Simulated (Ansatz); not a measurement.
Gas-phase reaction 3 R1 + R2 → 3 P1 + P2, each structure at its B3LYP-D3(BJ)/def2-TZVP stationary point, reached from a drawn start (curvature not checked).
P1, H2 (SMILES [H][H]) (charge 0, multiplicity 1, Z-matrix in Å and degrees):
```
H
H 1 0.7440
```
R1: HCl (SMILES Cl), charge 0, multiplicity 1.
R2, SiH4 (SMILES [SiH4]) (charge 0, multiplicity 1):
```csv
atom,x (Å),y (Å),z (Å)
Si,0.0000,0.0000,0.0000
H,0.8547,0.8547,0.8547
H,-0.8547,-0.8547,0.8547
H,-0.8547,0.8547,-0.8547
H,0.8547,-0.8547,-0.8547
```
P2: Cl3HSi (SMILES Cl[SiH](Cl)Cl), charge 0, multiplicity 1.

P less R. No zero-point or thermal terms.

Frozen-core correlation throughout.

The values were computed with Ansatz (a program for electronic structure) with Gaussian orbitals. Each number belongs to the level named beside it.

Total energies in hartree:

| structure | PBE/def2-TZVPP | B3LYP/def2-TZVPP | CCSD(T)/cc-pV(Q+d)Z |
|---|---|---|---|
| P1 | -1.166122 | -1.180004 | -1.173794 |
| R1 | -460.627412 | -460.836272 | -460.363836 |
| R2 | -291.721620 | -291.917183 | -291.452235 |
| P2 | -1670.188027 | -1670.963247 | -1669.107263 |

Task: Work out the reaction energy at each level in kcal/mol (1 hartree = 627.50947 kcal/mol), and say how far PBE/def2-TZVPP lies from CCSD(T)/cc-pV(Q+d)Z.

Result: 
- PBE/def2-TZVPP: 3 × (-1.166122) + (-1670.188027) − (-291.721620) − 3 × (-460.627412) = -0.082537 hartree = -51.79 kcal/mol
- B3LYP/def2-TZVPP: 3 × (-1.180004) + (-1670.963247) − (-291.917183) − 3 × (-460.836272) = -0.077260 hartree = -48.48 kcal/mol
- CCSD(T)/cc-pV(Q+d)Z: 3 × (-1.173794) + (-1669.107263) − (-291.452235) − 3 × (-460.363836) = -0.084902 hartree = -53.28 kcal/mol
PBE/def2-TZVPP less CCSD(T)/cc-pV(Q+d)Z: 1.49 kcal/mol. CCSD(T)/cc-pV(Q+d)Z is the level counted from, the highest shown, and no exact or measured value.
